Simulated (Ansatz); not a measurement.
Z-matrix (Å, degrees):
```
Si
Si 1 2.364
Si 1 2.364 2 90.0
H 1 1.490 2 114.3 3 116.8
H 1 1.490 2 114.4 3 -117.0
Si 2 2.364 1 90.0 3 -0.1
H 2 1.489 1 114.3 3 116.7
H 2 1.490 1 114.4 3 -117.2
H 3 1.490 1 114.4 2 117.1
H 3 1.489 1 114.3 2 -116.7
H 6 1.490 2 114.3 1 117.1
H 6 1.490 2 114.4 1 -116.8
```

Total charge 0; spin multiplicity 1.

Task: List the CAM-B3LYP/def2-TZVPP orbital energies in eV (Ansatz). (Best estimate.)

Result: Computed: Occupied: -1800.81, -1800.81, -1800.81, -1800.81, -145.42, -145.42, -145.42, -145.42, -100.75, -100.75, -100.75, -100.74, -100.74, -100.74, -100.74, -100.73, -100.73, -100.73, -100.73, -100.73, -18.51, -16.21, -16.21, -14.60, -12.06, -11.73, -11.30, -11.30, -10.72, -8.98, -8.98, -8.72. Lowest empty: -0.34, 0.44, 0.44, 0.96, 2.07, 2.75, 2.75, 2.80.
